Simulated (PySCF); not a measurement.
## C₆ coefficients of unlike pairs at PBE0

Calculated with PySCF 2.14 from the dipole response of each species, C₆(A,B) = (3/π) ∫ α_A(iu) α_B(iu) du, in atomic units, from isotropic polarisabilities. For ions this is the dispersion term alone; charge-induced terms of lower order in 1/R come first.

| species | configuration | basis | relativity | α (bohr³) | C₆ (like pair) |
| --- | --- | --- | --- | --- | --- |
| Zn²⁺ | [Ar] 3d10 (1S) | def2-TZVPPD (6s6p4d2f1g) | none | 1.934 | 3.883 |
| Ge²⁺ | [Ar] 3d10 4s2 (1S) | def2-TZVPPD (7s5p5d1f) | none | 11.16 | 42.18 |
| Cl³⁺ | [Ne] 3s2 3p2 (3P) | dyall-acv3z (19s12p6d4f) | none | 4.384 | 11.90 |
| Br²⁺ | [Ar] 3d10 4s2 4p3 (4S) | aug-cc-pVTZ-DK (7s6p4d2f) | spin-free X2C | 8.241 | 39.03 |

Estimate C₆ for Br²⁺ with Cl³⁺.

The integral gives 21.52. The combination rule 2 C_A C_B / (C_A α_B/α_A + C_B α_A/α_B) gives 21.53 and the geometric mean 21.55.

No spin-orbit coupling is included.

The other pairs:

```csv
pair,C₆
"Cl³⁺, Zn²⁺",6.300
"Ge²⁺, Zn²⁺",10.72
"Cl³⁺, Ge²⁺",21.56
"Br²⁺, Ge²⁺",39.44
"Br²⁺, Zn²⁺",11.19
```
